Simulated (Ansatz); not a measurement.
**Loss of H2: GaH2Br → GaBr + H2**

Species: GaH2Br `[GaH2][Br]`, singlet; GaBr, singlet; H2 (hydrogen), singlet. 

Shapes, held fixed at every level: PBE0-D4/def2-TZVP. Programs: Ansatz 0.2.0. The zero-point and thermal change to 298 K, harmonic and unscaled (PBE0-D4/def2-TZVP), is -2.6 kJ/mol.

```tsv
level	kind	ΔH(298 K) (kJ/mol)	less CCSD(T)/def2-TZVPP
SPW92/def2-TZVPP	LDA	+27.5	+13.8
PBE0-D4/def2-TZVPP	global hybrid	+9.5	-4.2
wB97M-V/def2-TZVPP	range-separated hybrid	+2.1	-11.6
MP2/def2-TZVPP	perturbation theory	+19.3	+5.6
CCSD/def2-SVP	coupled cluster or CI	+14.3	+0.6
CCSD/def2-TZVPP	coupled cluster or CI	+15.1	+1.4
CCSD(T)/def2-TZVPP	coupled cluster or CI	+13.7	0.0
```

The highest level, CCSD(T)/def2-TZVPP, gives ΔH(298 K) = +13.7 kJ/mol; the levels span +2.1 to +27.5. The column of differences is taken from that level and isn't an error. No measured value is set beside it here. Relativity is left out for Br, Ga unless named. Correlated rows may include outer-core shells of Br, Ga, which these sets cover unevenly.
